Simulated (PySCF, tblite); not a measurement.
Compound: C4H8F2O2.
Cartesian coordinates in Å at the GFN2-xTB level; atoms count from 1:
```
atom  x, y, z in Å
C1    -2.6461   -0.6544    0.5393
O2    -1.2965   -0.3267    0.8389
C3    -0.7657    0.6435    0.0439
F4    -1.3130    1.8742    0.3625
C5     0.7459    0.7033    0.2939
F6     1.2706    1.7538   -0.4383
O7     1.2979   -0.4731   -0.1151
C8     2.6617   -0.6344    0.2496
H9    -2.7365   -1.0080   -0.4925
H10   -2.9197   -1.4477    1.2299
H11   -3.2997    0.2088    0.6883
H12   -0.9679    0.4959   -1.0305
H13    0.9476    0.9448    1.3513
H14    2.9629   -1.5999   -0.1480
H15    3.2774    0.1558   -0.1878
H16    2.7735   -0.6268    1.3382
```

The calculation used CAM-B3LYP/def2-SVPD in PySCF (dipole) on a GFN2-xTB geometry, gas phase.

Masses are those of the commonest isotopes; rigid-rotor values at the optimised geometry. The values belong to one conformer with, in the numbering `[CH3:1][O:2][C@@H:3]([F:4])[C@H:5]([F:6])[O:7][CH3:8]`, C1–O2–C3–F4 72°, O2–C3–C5–F6 -176°, C3–C5–O7–C8 -171°.

What are A, B and C (MHz)?

Ia = 153.76, Ib = 377.03, Ic = 501.94 u·Å²; 505379 MHz·u·Å²/I gives A = 3287, B = 1340, C = 1007 MHz.

Classify the top.

An asymmetric top; Ray's κ = -0.707.

What does the inertial defect say?

Not planar: Δ = Ic − Ia − Ib = -28.85 u·Å². For a rigid frame Δ = −2 Σ m c², so Σ m c² = 14.43 u·Å² lies off the ab plane: 7.10 from hydrogen and 7.32 from heavier atoms. The atom farthest from that plane is 1.33 Å away.

Give the other two planar moments, Paa and Pbb, and the rms extents of the mass along the axes.

Paa = Σ m a² = (Ib + Ic − Ia)/2 = 362.60 and Pbb = Σ m b² = (Ia + Ic − Ib)/2 = 139.33 u·Å². With the mass M = 126.05 u, the rms extents √(P/M) along a, b and c are 1.70, 1.05, 0.34 Å.

Predict some low-J microwave lines.

The dipole components are |μa| = 0.00 D, |μb| = 2.21 D, |μc| = 0.00 D; the symmetry axis of this C2 structure is b, so μa and μc vanish by symmetry and there are no a-type or c-type lines. Some lines, for components of 0.1 D or more:

| type | branch | J(Ka,Kc) | MHz | lower level (cm⁻¹) |
| --- | --- | --- | --- | --- |
| b | Q | 1(1,0) ← 1(0,1) | 2280 | 0.078 |
| b | Q | 2(1,1) ← 2(0,2) | 2653 | 0.234 |
| b | R | 2(0,2) ← 1(1,1) | 2709 | 0.143 |
| b | R | 1(1,1) ← 0(0,0) | 4294 | 0.000 |
| b | Q | 2(2,0) ← 2(1,1) | 5879 | 0.322 |
| b | R | 2(1,2) ← 1(0,1) | 6307 | 0.078 |
| b | Q | 2(2,1) ← 2(1,2) | 6840 | 0.289 |
| b | R | 2(2,1) ← 1(1,0) | 10867 | 0.154 |
| b | R | 2(2,0) ← 1(1,1) | 11240 | 0.143 |

Its GFN2-xTB frequencies are all real (lowest 50 cm⁻¹). These are rigid-rotor constants of the computed structure; measured ground-state constants (B0) also hold zero-point vibration. A rigid rotor knows nothing of internal rotation, which can split or shift real lines.

Hardware: Arm Neoverse V1, one thread, on a shared host. Cost: 76 s wall, 1.1 GiB resident at most. This is the CAM-B3LYP/def2-SVPD job that gave the dipole, with the excitations it also computed.
